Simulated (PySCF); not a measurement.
A calculated (BHandHLYP, PySCF 2.14, aug-cc-pVDZ-DK, scalar relativity by spin-free X2C-1e) atom or ion has these occupied shells.

```csv
shell,electrons,orbital energy (eV),"rms radius, mean of both spins (bohr)"
1s β,1,-5973.5,0.0734
1s α,1,-5973.4,0.0734
2s α,1,-709.14,0.317
2s β,1,-707.33,0.317
2p α,3,-596.69,0.287
2p β,3,-594.96,0.287
3s α,1,-97.966,0.965
3s β,1,-92.394,0.965
3p α,3,-66.550,1.05
3p β,3,-60.030,1.05
3d α,4,-19.239,1.38
4s β,1,-12.641,3.24
```

Question: Name the element and its charge.

Answer: Cr⁺ (chromium, charge +1), in [Ar] 3d4 4s1, 4s spin antiparallel (an excited configuration).
